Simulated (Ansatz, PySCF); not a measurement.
Caution: the highest occupied level lies above zero, so the state may not be bound. This singlet lies 1.09 eV below the relaxed triplet at the level B3LYP/aug-cc-pVTZ // PBE0-D3(BJ)/def2-TZVPD (Ansatz, a first-principles code).

Cartesian coordinates (Å):
SMILES: C=[CH][Al-][OH]
```xyz
8

C     -1.5543    -0.2783     0.2167
C     -0.2997     0.0094    -0.1455
Al     1.3133    -0.2023     1.1313
O      2.6173     0.3349     0.0341
H     -1.7702    -0.6434     1.2238
H     -2.4271    -0.1770    -0.4348
H     -0.1950     0.3699    -1.1829
H      2.3156     0.5868    -0.8426
```
Charge -1, spin multiplicity 1.

Estimate the total energy and HOMO that PBE0-D3(BJ)/def2-TZVPD (PySCF 2.14.0) returns for this input.


```yaml
total_energy: -396.0811 Ha
HOMO: 0.21 eV
```
